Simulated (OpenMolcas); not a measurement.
CH3F2Si (SMILES C[Si](F)F): the dipole moment, rung by rung

CH3F2Si has 7 atoms, charge 0, and is taken as a doublet. SMILES: `C[Si](F)F`. The shape is that of a PBE0-D4/def2-TZVP optimisation.

Each level gives the dipole moment (D). The values are calculated.

```csv
level,kind,program,value (D),CPU time
USVWN5/6-311+G**,LDA,OpenMolcas,2.41,37 s
U-revPBE/6-311+G**,GGA,OpenMolcas,2.29,52 s
U-r2SCAN/6-311+G**,meta-GGA,OpenMolcas,2.35,67 s
UM06-L/6-311+G**,meta-GGA,OpenMolcas,2.33,75 s
UTPSS/6-311+G**,meta-GGA,OpenMolcas,2.29,69 s
UBHLYP/6-311+G**,global hybrid,OpenMolcas,2.53,57 s
UM06-2X/6-311+G**,hybrid meta-GGA,OpenMolcas,2.44,63 s
UPBE0/6-311+G**,global hybrid,OpenMolcas,2.43,57 s
```

The values span 2.29 to 2.53 D. Magnitudes only. CPU times are rough (shared hosts, several kinds of processor): they show what a rung costs within a factor of a few.
